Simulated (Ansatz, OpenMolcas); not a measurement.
How methods differ on BGeSiH4F (SMILES F[SiH]1[BH][GeH2]1)

BGeSiH4F: 8 atoms, total charge 0, spin state singlet. As SMILES, `F[SiH]1[BH][GeH2]1`. Geometry: relaxed at PBE0-D4/def2-TZVP.

Quantity: the vertical energy of the triplet above the singlet, in eV. The values are calculated.

| level | kind | program | value (eV) | CPU time (all runs) |
| --- | --- | --- | --- | --- |
| BLYP/def2-SVP | GGA | OpenMolcas | 2.04 | 2 min |
| PBE/def2-SVP | GGA | OpenMolcas | 1.96 | 1.8 min |
| r2SCAN/def2-SVP | meta-GGA | Ansatz | 1.75 | 16 s |
| CAM-B3LYP/def2-SVP | range-separated hybrid | Ansatz | 1.81 | 13 s |
| HSE06/def2-SVP | range-separated hybrid | Ansatz | 1.83 | 11 s |
| wB97M-V/def2-SVP | range-separated hybrid | Ansatz | 1.92 | 85 s |
| RPA@PBE/def2-SVP | RPA | Ansatz | 2.03 | 18 s |
| MP2/def2-SVP | perturbation theory | Ansatz | 2.10 | 4.4 s |

All-electron rows without a relativistic Hamiltonian named are non-relativistic. The values span 1.75 to 2.10 eV. In the correlated wave-function rows the outer d shell of Ge is correlated, in sets not made for it. Times are those of the runs behind each value, whatever else they computed, on shared processors of several kinds: orders of magnitude only.
